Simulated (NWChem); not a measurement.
Species: CH5ClSn; SMILES [CH3][SnH2][Cl]

```xyz
8

Sn     0.3334    -0.3557     0.0000
C     -1.4908    -1.4737     0.0000
Cl    -0.2845     1.9288     0.0000
H      1.2657    -0.5842    -1.4192
H      1.2659    -0.5841     1.4191
H     -2.0744    -1.2251     0.8969
H     -1.2697    -2.5510    -0.0028
H     -2.0767    -1.2211    -0.8942
```
Atoms are numbered in this order, from 1.

Results from NWChem. Coordinates come from a PBE0/def2-SVP optimisation. def2 effective core potentials on Sn; no spin-orbit coupling. Vertical excitations in the gas phase.

Problem. Predict the results for B3LYP/def2-SVP, full TDDFT. Quantities: lowest excitation, singlet (eV); lowest state with f > 0.02, singlet (eV); lowest triplet (eV); orbital gap (eV).

Solution. 
- lowest excitation, singlet (eV): 6.09
- lowest state with f > 0.02, singlet (eV): 7.18
- lowest triplet (eV): 5.60
- orbital gap (eV): 7.24
